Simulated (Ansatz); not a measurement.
(LiF)4 cube (Li₄F₄). The state is a singlet with charge 0. Geometry PBE-D4/def2-SVP.

```xyz
8

F    -0.0130    1.6491    0.2026
F    -1.2833   -0.6681    0.8167
F     1.4206   -0.6204    0.5979
F    -0.1244   -0.3605   -1.6171
Li    0.1118    0.3237    1.4527
Li   -1.2762    0.5570   -0.5374
Li    0.0118   -1.4814   -0.1819
Li    1.1527    0.6008   -0.7336
```

B3LYP takes the VWN-RPA correlation.

Task: Estimate the orbital energies around the gap (eV) in Ansatz with PBE-D4/def2-SVP, PBE-D4/def2-TZVP, r2SCAN-D4/def2-TZVP, B3LYP-D4/def2-TZVP, PBE0-D4/def2-SVP.

Result: 
```
orbital  PBE-D4/def2-SVP  PBE-D4/def2-TZVP  r2SCAN-D4/def2-TZVP  B3LYP-D4/def2-TZVP  PBE0-D4/def2-SVP
 HOMO−5            -7.43             -7.69                -8.11               -9.40             -9.43
 HOMO−4            -7.43             -7.69                -8.11               -9.40             -9.43
 HOMO−3            -7.43             -7.69                -8.11               -9.40             -9.43
 HOMO−2            -7.14             -7.43                -7.85               -9.15             -9.18
 HOMO−1            -7.14             -7.43                -7.85               -9.15             -9.18
   HOMO            -7.13             -7.43                -7.85               -9.15             -9.18
   LUMO            -0.78             -0.77                -0.08               -0.47             -0.22
 LUMO+1            -0.18             -0.02                 0.59                0.22              0.27
 LUMO+2            -0.18             -0.02                 0.59                0.22              0.27
 LUMO+3            -0.18             -0.02                 0.59                0.22              0.27
 LUMO+4             2.08              2.01                 2.81                2.36              2.60
 LUMO+5             2.25              2.01                 2.81                2.36              2.90
```
